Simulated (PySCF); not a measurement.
FH₅O₃Si₂, SMILES O[Si](O)([SiH2]F)O.

The structure is a stationary point at r2SCAN-D4/def2-SVP. This is a generated structure with no PubChem entry under its InChIKey; it may be hypothetical. One conformer was computed; it need not be the lowest.

Computed with TDA-M06-2X/def2-SVPD in PySCF.

Vertical excitations. 

```tsv
state	energy (eV)	λ (nm)	f	main pairs
S1	6.53	190	0.044	HOMO→LUMO 59 %, HOMO→LUMO+1 34 %
S2	7.24	171	0.083	HOMO→LUMO+1 35 %, HOMO→LUMO+2 34 %, HOMO→LUMO 23 %
S3	7.50	165	0.113	HOMO→LUMO+2 50 %, HOMO→LUMO+1 21 %, HOMO→LUMO 14 %
S4	7.78	159	0.024	HOMO−1→LUMO 47 %, HOMO−1→LUMO+1 36 %
S5	8.37	148	0.017	HOMO−2→LUMO 27 %, HOMO−2→LUMO+1 19 %, HOMO−1→LUMO+1 8 %, HOMO−1→LUMO 7 %
S6	8.50	146	0.010	HOMO→LUMO+4 21 %, HOMO−2→LUMO+1 20 %, HOMO→LUMO+5 14 %, HOMO→LUMO+3 11 %
S7	8.60	144	0.138	HOMO→LUMO+4 25 %, HOMO→LUMO+3 22 %, HOMO−2→LUMO 14 %, HOMO→LUMO+6 9 %
S8	8.64	143	0.018	HOMO→LUMO+3 38 %, HOMO−2→LUMO+1 23 %, HOMO−2→LUMO 7 %
S9	8.84	140	0.026	HOMO→LUMO+6 34 %, HOMO−3→LUMO 15 %, HOMO−3→LUMO+2 8 %, HOMO→LUMO+3 6 %
S10	8.90	139	0.041	HOMO→LUMO+4 28 %, HOMO→LUMO+5 24 %, HOMO→LUMO+6 10 %, HOMO−1→LUMO+2 7 %
T1	5.89	211	0	HOMO→LUMO 49 %, HOMO→LUMO+1 39 %
T2	6.38	194	0	HOMO→LUMO+2 67 %
T3	7.17	173	0	HOMO→LUMO+1 43 %, HOMO→LUMO 34 %, HOMO→LUMO+2 7 %
T4	7.39	168	0	HOMO−1→LUMO 44 %, HOMO−1→LUMO+1 36 %
```
Triplets are in the Tamm–Dancoff approximation.
